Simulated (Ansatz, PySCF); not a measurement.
# One recipe, two programs

Each step was found twice, by two independent programs: Ansatz 0.2.0 (Cholesky-factored integrals) and PySCF 2.14 (density fitting with its default auxiliary sets, JK sets also for MP2 and CCSD(T)), each with its own PBE0-D4/def2-TZVP structures. Gas-phase electronic energies, without zero-point energy, by CCSD(T) at an estimated basis limit (MP2 extrapolated from triple and quadruple zeta, plus CCSD(T) − MP2 in triple zeta); def2-TZVPP and QZVPP, frozen cores, on PBE0-D4/def2-TZVP structures. Extrapolation: Hartree–Fock as exp(−7.88 √X), correlation as X^−2.97. Barriers and step energies count from each program's own start structure, in kJ/mol.

| step | barrier, Ansatz | barrier, PySCF | step energy, Ansatz | step energy, PySCF |
| --- | --- | --- | --- | --- |
| BH₃ + H₂O → BH₃O ([BH2][OH]) + H₂ | 102.4 | 101.8 | -67.7 | -65.9 |
| AlH₃S ([AlH2][SH]) + AsH₃ → AlAsH₄ ([AlH2][AsH2]) + H₂S (still joined by a long Al–S bond) | 95.2 | 94.3 | 17.4 | 17.7 |
| BH₂ClO ([OH][BH][Cl]) → BHO ([BH][O]) + HCl | 214.6 | 214.2 | 122.1 | 122.5 |
| H₂Se + SiH₄ → SiH₄Se ([SiH3][SeH]) + H₂ | 207.4 | 205.8 | -36.8 | -37.6 |
| GaH₃ + HCl → GaH₂Cl ([Cl][GaH2]) + H₂ | 34.1 | 33.1 | -98.4 | -99.3 |

**Question.** Where do the two programs differ most in the barrier, and how do such differences compare with 1 kcal/mol (0.043 eV)?

**Answer.** For H₂Se + SiH₄ → SiH₄Se ([SiH3][SeH]) + H₂, by 1.6 kJ/mol. All differences lie under 1 kcal/mol.

No T1 diagnostic of these runs exceeds 0.016. The filled d shells of As, Ga, Se are correlated in sets not built for that, so values that involve them are less sure.

Labels in which every atom is bracketed show which atoms are joined, not bond orders.
